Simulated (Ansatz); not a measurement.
Ansatz results at the PBE0-D4/def2-TZVP geometry: HOMO energy (ωB97M-V/def2-TZVPP) -8.42 eV; LUMO energy (PBE/def2-TZVPP) -2.45 eV; HOMO–LUMO gap (B3LYP/def2-TZVPP) 4.41 eV.

Each molecule was computed in one conformer, which needn't be the lowest.

Task: Which molecule gave them?
A. `C[O][Zr]1234([OH])([O]C)[C@@H]5[C@H]1[C@H]2[C@@]3([SiH3])[C@@H]54`
B. `C[C@@]12[C@H]3[C@H]4[C@H]5[C@@H]1[Zr]4532([NH2])([NH2])[NH2]`
C. `C[O][Ti]1234([F])([N](C)C)[C@H]5[C@@H]1[C@@H]2[C@@H]3[C@H]54`
D. `F[C@@]12[C@H]3[C@H]4[C@H]5[C@@H]1[Li]4532`

Result: C. The others give `C[O][Zr]1234([OH])([O]C)[C@@H]5[C@H]1[C@H]2[C@@]3([SiH3])[C@@H]54`: -9.19, -1.15, 6.37; `C[C@@]12[C@H]3[C@H]4[C@H]5[C@@H]1[Zr]4532([NH2])([NH2])[NH2]`: -8.68, -0.80, 6.17; `F[C@@]12[C@H]3[C@H]4[C@H]5[C@@H]1[Li]4532`: -8.08, -1.35, 4.67.

B3LYP here is the variant with VWN-RPA as its local correlation; programs differ in this.
